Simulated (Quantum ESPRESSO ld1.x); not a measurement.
Q: These are the eigenvalues of the occupied orbitals of an atom or ion with whole-number occupations (eV). Calculated with ld1.x of Quantum ESPRESSO 7.5: scalar-relativistic Kohn-Sham, LDA (Slater exchange, VWN5 correlation), spin-polarised, spherical densities, point nucleus.

1s up: -69443.299
1s down: -69443.281
2s up: -11989.952
2s down: -11989.781
2p up: -10489.841
2p down: -10489.698
3s up: -2763.615
3s down: -2763.539
3p up: -2319.473
3p down: -2319.393
3d up: -1807.861
3d down: -1807.739
4s up: -572.357
4s down: -572.189
4p up: -426.615
4p down: -426.443
4d up: -241.928
4d down: -241.714
5s up: -83.630
5s down: -82.082
5p up: -47.944
5p down: -45.913
4f up: -37.238
4f down: -36.818
6s up: -9.695
5d up: -9.270
7s up: -1.613

Which element is it, and in what charge state? The configuration may be excited. Open shells, if any, are filled with parallel spins first.

A: Z = 74, tungsten, charge 0: W in [Xe] 4f14 5d4 6s1 7s1. The list shows which subshells hold electrons but not how many an open one holds; the 1s level, -2552 hartree, gives Z - s = 71.4 by -(Z - s)^2/2, which with screening and relativity narrows Z to a few neighbours, and the depths of the outer levels then fix element, charge and occupations together.
